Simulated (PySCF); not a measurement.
silylarsine (H5AsSi), singlet, at a GFN2-xTB geometry. Base run: DF-CAMB3LYP/def2-TZVP (PySCF).

PySCF was given this input:
```python
from pyscf import gto, scf, dft

mol = gto.Mole()
mol.atom = '''
    Si   -1.49296222    0.17053097    0.31614310
    As    0.75371282   -0.07592101   -0.21903957
    H    -2.29367511   -0.77990177   -0.46688108
    H    -1.93901103    1.52536083   -0.03432123
    H    -1.81909019   -0.04494677    1.73089424
    H     0.88634284   -1.32044560    0.60966261
    H     1.19438155    0.73789324    0.96294779
'''
mol.basis = 'def2-tzvp'
mol.verbose = 4
mol.build()

mf = dft.RKS(mol)
mf.xc = 'camb3lyp'
mf = mf.density_fit(auxbasis='def2-universal-jkfit')
mf.kernel()
mf.analyze()
```

All variants below ran on the same shared machine, one core each. Differences are taken from the largest grid of the series, which the next largest meets within 10 µEh (grids.atom_grid = (150, 974): -2528.498334 Eh). The cheapest run took about 5 core-seconds (a rough figure).

```
setting                       grid points  cost, times the cheapest (rough)  difference in total energy (µEh)
----------------------------  -----------  --------------------------------  --------------------------------
grids.atom_grid = (30, 110)         17272                                 1                              4918
grids.level = 2                     51864                                 2                                -5
base                                88648                                 3                                -2
grids.atom_grid = (75, 302)        101136                                 3                                -4
grids.level = 5                    205992                                 4                                 0
grids.atom_grid = (99, 590)        224544                                 6                                 0
grids.atom_grid = (150, 974)       561456                                10                         reference
```

Times come from a shared machine, hold the start-up and are rough.
